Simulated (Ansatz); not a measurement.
Cl3Re, SMILES [Cl][Re]([Cl])[Cl] (connectivity only; charge and spin as stated), neutral, multiplicity 5.

Geometry: PBE-D3(BJ)/def2-SVP. The spin state was assumed, not searched. The def2 effective core potentials stand for the cores of Re; spin–orbit coupling is left out.

Two levels are set side by side: PBE/def2-SVPD (Ansatz, a program for electronic structure) and CAM-B3LYP/def2-SVPD (Ansatz). Energy differences of separate SCF runs at the same geometry; the states with an electron removed or added have multiplicity 4 and 4. Differences are taken from unrounded values.

```
quantity                         CAM-B3LYP   PBE  PBE minus CAM-B3LYP
-------------------------------  ---------  ----  -------------------
vertical ionisation energy (eV)       9.39  8.70                -0.69
vertical electron affinity (eV)       2.51  2.26                -0.25
```
